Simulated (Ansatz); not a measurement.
Computed with Ansatz.

Basis-set series for `F[CH]([SiH3])[GaH2]`. Charge 0, multiplicity 1. The geometry is a stationary point of PBE0-D4/def2-TZVP.

```csv
functional,basis,functions,energy (Eh),HOMO (eV),LUMO (eV)
PBE0-D4,def2-TZVPP,236,-2355.40963,-7.66,-1.79
PBE0-D4,def2-QZVPP,453,-2355.47099,-7.67,-1.82
ωB97M-V,def2-TZVPP,236,-2355.74391,-9.85,-0.11
ωB97M-V,def2-QZVPP,453,-2355.80300,-9.87,-0.25
```

Give the rows for def2-SVP. (Best estimate.)

The calculation gave: 
```
functional     basis  functions  energy (Eh)  HOMO (eV)  LUMO (eV)
   PBE0-D4  def2-SVP        108  -2354.89184      -7.59      -1.76
   ωB97M-V  def2-SVP        108  -2355.22054      -9.76      -0.05
```

Scalar relativity is left out up to krypton.
